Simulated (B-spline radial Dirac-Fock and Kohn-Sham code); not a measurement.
# Binding energies of Ca⁺ in different valence configurations

Level of theory: multi-electron Dirac-Fock with separately optimised hole states, Breit and Lamb-shift corrections added in first order; a B-spline atomic structure program. No correlation.

Reference: the tabulated ground configuration [Ar] 4s1, with 1s 4055.5 eV, 2s 457.6 eV, 2p1/2 368.4 eV, 2p3/2 364.8 eV, 3p1/2 41.46 eV, 3p3/2 41.08 eV, Kα1 3690.6 eV, Kβ1 4014.4 eV.

Task: One of these configurations gives the following shifts from the reference, in eV: average energy +2.05, 1s -5.46, 2s -6.56, 2p1/2 -6.42, 2p3/2 -6.42, 3p1/2 -4.50, 3p3/2 -4.48, Kα1 +0.97, Kβ1 -0.97. Which?
A. [Ar] 4p1
B. [Ar] 3d1

Result: B. The others give [Ar] 4p1: 1s +1.24.

Values without a named source are computed, but for edge energies of neutral atoms, which are taken from tables.
